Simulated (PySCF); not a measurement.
Isomers of C7H11F, from PySCF 2.14.0, PBE0-D3(BJ)/def2-SVP geometry optimisation, gas phase. One conformer each, no zero-point energy, no frequencies.

Task: Which isomer lies lowest at this level?
A. `[CH2:1]=[CH:2][C@H:3]([F:4])/[CH:5]=[CH:6]/[CH2:7][CH3:8]` with C1–C2–C3–F4 4°, C2–C3–C5–C6 -115°, C5–C6–C7–C8 122°: A = 5483, B = 791.2, C = 729.6 MHz, dipole 2.03 D
B. `F[C@]12CCC[C@H](C1)C2`: A = 3384, B = 2078, C = 1663 MHz, dipole 1.83 D
C. `[CH3:1][CH2:2][C:3]#[C:4][CH2:5][CH2:6][CH2:7][F:8]` with C4–C5–C6–C7 64°, C5–C6–C7–F8 61°: A = 3368, B = 864.9, C = 761.1 MHz, dipole 1.72 D

Result: B. That is `F[C@]12CCC[C@H](C1)C2`, 28.8 kcal/mol below the next.

| SMILES | mapped SMILES | E (Eh) | relative (kcal/mol) | relative (kJ/mol) | dipole (D) |
| --- | --- | --- | --- | --- | --- |
| F[C@]12CCC[C@H](C1)C2 | [F:1][C@:2]12[CH2:3][CH2:4][CH2:5][C@H:6]([CH2:7]1)[CH2:8]2 | -372.51722 | 0.0 | 0.0 | 1.83 |
| C=C[C@H](F)/C=C/CC | [CH2:1]=[CH:2][C@H:3]([F:4])/[CH:5]=[CH:6]/[CH2:7][CH3:8] | -372.47132 | 28.8 | 120.5 | 2.03 |
| CCC#CCCCF | [CH3:1][CH2:2][C:3]#[C:4][CH2:5][CH2:6][CH2:7][F:8] | -372.45727 | 37.6 | 157.4 | 1.72 |

As drawn, the lowest has a four-membered ring, which the highest lacks; the highest has a C≡C bond, which the lowest lacks.
